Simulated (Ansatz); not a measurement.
Born–Oppenheimer molecular dynamics of AlClH5NOSi (10 atoms, charge 0, multiplicity 1). It starts from a relaxed structure.

All numbers below come from Ansatz 0.2.0, RKS PBE-D4/STO-3G.

* ensemble: NVE (Milne-controlled integrator)
* time step: 1 fs
* steps asked: 150
* starting velocities drawn for: 1500 K
* masses: H 2.014 u
* seed: 737683

First frame:

```xyz
10
Properties=species:S:1:pos:R:3
Al 0.042 -0.231 -0.266
Cl -0.403 0.194 1.740
N 1.618 0.172 -0.846
H 1.957 0.010 -1.817
H 2.373 0.612 -0.279
O -1.067 -0.944 -1.329
Si -2.627 -1.345 -0.739
H -2.579 -2.328 0.343
H -3.366 -0.175 -0.266
H -3.347 -1.927 -1.865
```

Problem. How far do the bonds stretch over the last three quarters of this one trajectory? (Pairs bonded in most of those frames.)

Solution. 
```
   bond  mean (Å)  spread (Å)  shortest  longest
Al1–Cl2     2.105       0.039      2.05     2.19
 Al1–N3     1.755       0.050      1.68     1.87
 Al1–O6     1.698       0.040      1.62     1.79
  N3–H4     1.055       0.035      0.99     1.11
  N3–H5     1.053       0.026      1.01     1.13
 O6–Si7     1.720       0.044      1.64     1.79
 Si7–H8     1.475       0.059      1.38     1.57
 Si7–H9     1.479       0.071      1.37     1.59
Si7–H10     1.470       0.025      1.41     1.52
```

Mean temperature of the second half: 858 K. The conserved energy stayed within 0.24 meV per atom of its start (net change -0.096 meV per atom), so the integration is sound. Over the second half the temperature averaged 0.57 of the 1500 K drawn at the start: a run that starts near a minimum puts about half its kinetic energy into the potential. A run of 0.15 ps of so small a system gives no equilibrium averages. Limits of this set-up: minimal basis.

Run time: 2.9 min on 1 thread of Intel(R) Xeon(R) 6975P-C (Granite Rapids), with other jobs on the host, peak memory 0.12 GiB.
